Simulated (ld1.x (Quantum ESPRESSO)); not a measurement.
## An all-electron radial function and its pseudo partner (carbon)

Columns: radius, all-electron u(r) and pseudo u(r) of the 2s shell (level -40.38 eV) of carbon in the configuration [He] 2s2 2p0; PBE, scalar-relativistic, ultrasoft scheme, ld1.x (Quantum ESPRESSO) 7.5.

```json
{"r (bohr)": "0.118", "all-electron": "0.3999", "pseudo": "-0.1615"}
{"r (bohr)": "0.235", "all-electron": "0.3040", "pseudo": "-0.3156"}
{"r (bohr)": "0.353", "all-electron": "0.0478", "pseudo": "-0.4594"}
{"r (bohr)": "0.470", "all-electron": "-0.2256", "pseudo": "-0.5861"}
{"r (bohr)": "0.588", "all-electron": "-0.4646", "pseudo": "-0.6941"}
{"r (bohr)": "0.705", "all-electron": "-0.6480", "pseudo": "-0.7796"}
{"r (bohr)": "0.822", "all-electron": "-0.7779", "pseudo": "-0.8425"}
{"r (bohr)": "0.940", "all-electron": "-0.8581", "pseudo": "-0.8831"}
{"r (bohr)": "1.058", "all-electron": "-0.8951", "pseudo": "-0.9013"}
{"r (bohr)": "1.175", "all-electron": "-0.8976", "pseudo": "-0.8981"}
{"r (bohr)": "1.292", "all-electron": "-0.8746", "pseudo": "-0.8746"}
{"r (bohr)": "1.410", "all-electron": "-0.8331", "pseudo": "-0.8331"}
{"r (bohr)": "1.528", "all-electron": "-0.7796", "pseudo": "-0.7796"}
{"r (bohr)": "1.645", "all-electron": "-0.7197", "pseudo": "-0.7197"}
{"r (bohr)": "1.763", "all-electron": "-0.6565", "pseudo": "-0.6565"}
{"r (bohr)": "1.880", "all-electron": "-0.5936", "pseudo": "-0.5936"}
{"r (bohr)": "1.998", "all-electron": "-0.5321", "pseudo": "-0.5321"}
{"r (bohr)": "2.115", "all-electron": "-0.4742", "pseudo": "-0.4742"}
{"r (bohr)": "2.232", "all-electron": "-0.4203", "pseudo": "-0.4203"}
{"r (bohr)": "2.350", "all-electron": "-0.3702", "pseudo": "-0.3702"}
{"r (bohr)": "2.468", "all-electron": "-0.3247", "pseudo": "-0.3247"}
{"r (bohr)": "2.585", "all-electron": "-0.2839", "pseudo": "-0.2839"}
{"r (bohr)": "2.702", "all-electron": "-0.2473", "pseudo": "-0.2473"}
{"r (bohr)": "2.820", "all-electron": "-0.2145", "pseudo": "-0.2145"}
{"r (bohr)": "2.938", "all-electron": "-0.1854", "pseudo": "-0.1854"}
{"r (bohr)": "3.055", "all-electron": "-0.1600", "pseudo": "-0.1600"}
```

How many radial nodes do the two functions have?

The all-electron 2s function has n − l − 1 = 1; the pseudo-wave has 0, since the states of the same l below it are removed with the core.

At about which radius was the pseudo-wave matched?

1.25 bohr, where the columns begin to agree (steps of 0.12 bohr).

Where does each function peak?

Outermost all-electron maximum near 1.18 bohr, pseudo maximum near 1.06 bohr (to the table’s step).

Is the pseudo-wave norm-conserving?

No, it belongs to an ultrasoft set: the norm inside the radius is not constrained, and the difference is carried by the augmentation charge.
